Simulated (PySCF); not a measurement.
Vertical excitations of a molecule C2H3O2, multiplicity 2 from TDA-PBE/def2-SVPD (PySCF 2.14.0), as energy in eV (oscillator strength): 1.54 (0.000), 1.63 (0.014), 3.87 (0.002), 4.47 (0.001), 5.54 (0.012), 5.69 (0.000), 5.73 (0.026), 6.10 (0.000), 6.32 (0.001), 6.33 (0.000). Coordinates come from a PBE-D3(BJ)/def2-SVP optimisation. Other conformers were not sampled.

Problem. Which molecule gave these data?
A. [CH2]C(=O)O
B. CC([O])=O
C. CO[C]=O
D. [CH2]OC=O

Solution. B, CC([O])=O
